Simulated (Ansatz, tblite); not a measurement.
Removing and adding an electron: Ga2Se3 (the lowest singlet isomer of a short search). Charge 0, multiplicity 1. Geometry: r2SCAN-D4/def2-SVP. Ansatz, gas phase; energy differences of separate SCF runs; the oxidised species was run as a doublet alone; the reduced species was run as a doublet alone.

Cartesian coordinates in Å:
```
Ga 0.909 0.243 -0.105
Ga -1.956 0.426 -0.662
Se -0.812 -1.148 0.968
Se 1.771 -1.227 1.387
Se 0.088 1.707 -1.587
```

The xTB rows come from tblite. HOMO above LUMO, or a gap near zero within one spin, warns that the state may not be the lowest or that an electron is smeared out. The structure comes from a short search, and lower isomers may exist.

Problem. Estimate orbital energies and vertical ionisation energies and electron affinities at: GFN1-xTB; GFN2-xTB; PBE-D4/def2-TZVP; PBE-D4/def2-TZVPD; r2SCAN-D4/def2-TZVP; r2SCAN-D4/def2-TZVPD; PBE0-D4/def2-TZVP; PBE0-D4/def2-TZVPD.

Solution. 
| level | −HOMO (eV) | vertical IE (eV) | −LUMO (eV) | vertical EA (eV) | HOMO–LUMO gap (eV) | IE − EA (eV) | remarks |
| --- | --- | --- | --- | --- | --- | --- | --- |
| GFN1-xTB | 9.70 | 12.14 | 7.60 | 5.16 | 2.10 | 6.98 | – |
| GFN2-xTB | 10.55 | 12.71 | 9.00 | 6.82 | 1.55 | 5.88 | – |
| PBE-D4/def2-TZVP | 5.62 | 8.08 | 3.93 | – | 1.69 | – | gap within one spin near zero (+1 doublet) |
| PBE-D4/def2-TZVPD | 5.64 | – | 3.96 | 1.76 | 1.69 | – | HOMO above zero (-1 doublet) |
| r2SCAN-D4/def2-TZVP | 5.91 | 8.26 | 3.97 | – | 1.94 | – | – |
| r2SCAN-D4/def2-TZVPD | 5.91 | – | 3.98 | 1.87 | 1.93 | – | HOMO above zero (-1 doublet) |
| PBE0-D4/def2-TZVP | 6.68 | 8.29 | 3.32 | – | 3.36 | – | – |
| PBE0-D4/def2-TZVPD | 6.68 | – | 3.34 | 1.87 | 3.34 | – | – |

   A HOMO above zero means that the electron is unbound at that level or that self-interaction error raises the level; the energy of removing that electron tells which. Raw xTB energy differences between charge states are shifted by several eV; the methods need an empirical correction for them.
